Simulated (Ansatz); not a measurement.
`ClC=[Se]` and `OC=[Se]` differ in one atom or group.

Ansatz, PBE0-D4/def2-TZVP geometries, multiplicity 1. Each molecule was computed in one conformer, which needn't be the lowest.

Scalar relativity is left out up to krypton.

| property | `ClC=[Se]` |
| --- | --- |
| zero-point energy (PBE0-D4/def2-TZVP) / kJ/mol | 43.0 |
| HOMO–LUMO gap (B3LYP/def2-TZVPP) / eV | 3.50 |
| HOMO energy (B3LYP/def2-TZVPP) / eV | -6.60 |
| HOMO energy (PBE0/def2-TZVPP) / eV | -6.85 |
| LUMO energy (PBE0/def2-TZVPP) / eV | -2.92 |
| LUMO energy (ωB97M-V/def2-TZVPP) / eV | -0.83 |

(1) What does the change do to each property? (Estimate.)

## Answers

(1) The calculation gave: 
| property | `OC=[Se]` | shift |
| --- | --- | --- |
| zero-point energy (PBE0-D4/def2-TZVP) / kJ/mol | 80.7 | 37.7 |
| HOMO–LUMO gap (B3LYP/def2-TZVPP) / eV | 4.03 | 0.53 |
| HOMO energy (B3LYP/def2-TZVPP) / eV | -6.12 | 0.48 |
| HOMO energy (PBE0/def2-TZVPP) / eV | -6.35 | 0.50 |
| LUMO energy (PBE0/def2-TZVPP) / eV | -1.88 | 1.04 |
| LUMO energy (ωB97M-V/def2-TZVPP) / eV | 0.25 | 1.08 |

With PBE0 the HOMO rises by 0.50 eV and the LUMO rises by 1.04 eV, so the gap widens by about 0.54 eV. PBE moves the HOMO by 0.46 eV and ωB97M-V by 0.48 eV. The zero-point energy changes by 37.7 kJ/mol with +3 modes.

B3LYP here is the variant with VWN-RPA as its local correlation; programs differ in this.

Spin–orbit coupling is left out; it splits and shifts lone-pair levels of the heavy atoms by tenths of an eV.
